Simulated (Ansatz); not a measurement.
Frontier orbitals of CH6BPSi (`PB1C[SiH2]1`).

Charge 0, multiplicity 1. Geometry: relaxed with PBE0-D4/def2-TZVP. It is one conformer, not always the lowest. Basis def2-TZVPP, Ansatz.

```csv
functional,HOMO (eV),LUMO (eV)
PBE,-5.64,-2.68
```

Question: Give HOMO and LUMO (eV) with LDA (SPW92), revPBE, BLYP, r2SCAN, B97M-V, PBE0, B3LYP, r2SCANh, r2SCAN0, HSE06 (plane-wave form), BHLYP, CAM-B3LYP, LC-ωPBE, ωB97X-V, ωB97M-V, HF. (Best estimate.)

Answer: The calculation gave: 
| functional | HOMO | LUMO |
| --- | --- | --- |
| LDA (SPW92) | -5.75 | -2.84 |
| revPBE | -5.60 | -2.61 |
| BLYP | -5.49 | -2.48 |
| r2SCAN | -5.83 | -2.47 |
| B97M-V | -5.88 | -2.46 |
| PBE0 | -6.67 | -1.81 |
| B3LYP | -6.48 | -1.95 |
| r2SCANh | -6.21 | -2.16 |
| r2SCAN0 | -6.79 | -1.69 |
| HSE06 (plane-wave form) | -6.28 | -2.18 |
| BHLYP | -7.58 | -0.74 |
| CAM-B3LYP | -7.93 | -0.64 |
| LC-ωPBE | -9.23 | 0.39 |
| ωB97X-V | -8.90 | 0.33 |
| ωB97M-V | -8.73 | 0.17 |
| HF | -8.98 | 1.72 |

B3LYP here is the variant with VWN-RPA as its local correlation; programs differ in this. LC-ωPBE has ω = 0.4 bohr⁻¹. Positive LUMOs are unbound and depend on the basis.
